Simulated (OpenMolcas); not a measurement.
Ta3+ (d2) on a cation site of an ionic host was computed by CASSCF with the d shell active (OpenMolcas, ANO-RCC-VTZP on the metal). Its lowest spin-free states, and all those of the highest spin:

| 2S+1 | Degeneracy | E (cm-1) |
| --- | --- | --- |
| 3 | 3 | 0.0 |
| 1 | 2 | 9434 |
| 1 | 3 | 9703 |
| 1 | 1 | 22263 |
| 3 | 3 | 34463 |
| 3 | 3 | 42883 |
| 1 | 3 | 45383 |
| 1 | 3 | 47539 |
| 3 | 1 | 70691 |
| 1 | 2 | 81799 |
| 1 | 1 | 93906 |

Q: Is the site octahedral, tetrahedral or cube-like, axial, or of lower symmetry?

A: The states with 2S+1 = 3 have orbital degeneracies 3, 3, 3, 1. Threefold states need a cubic site. For d2 at this spin an octahedron puts the threefold T1 below the threefold T2 and a tetrahedron or cube puts the single A2 below the threefold T2, so the site is octahedral. The run had Ta3+ with its 6 nearest fluoride ions at 2.015 Å, on the Mg site of KMgF3 (a = 3.973 Å, distance in the model lattice 1.986 Å). The rest of the host is ab initio model potentials to 7.6 Å, with orthogonalisation functions on the cations behind the ligands, and point charges beyond; the distance is set by hand and nothing relaxes, and no local charge compensation is placed. Ligand basis ANO-RCC-VDZP.

An orbital triplet at a regular site is open to Jahn-Teller coupling, which can distort the site and quench the lowest spin-orbit gaps and is left out. Without dynamic correlation the repulsion within the d shell is too large (B by tens of per cent), so at a given field states of lower spin stand too high. The least metal-like active orbital is 80 % on the metal (Löwdin) and no ligand orbital is active, so the numbers are rough. With metal d orbitals alone the field can be off either way by tens of per cent. Ligand-to-metal charge-transfer states are missing. With no ligand orbital active B as a rule stays too high, so bands that hang on it stand too high and its fall with covalency is understated. No measured value stands beside these numbers; the geometry was set by hand and not optimised.
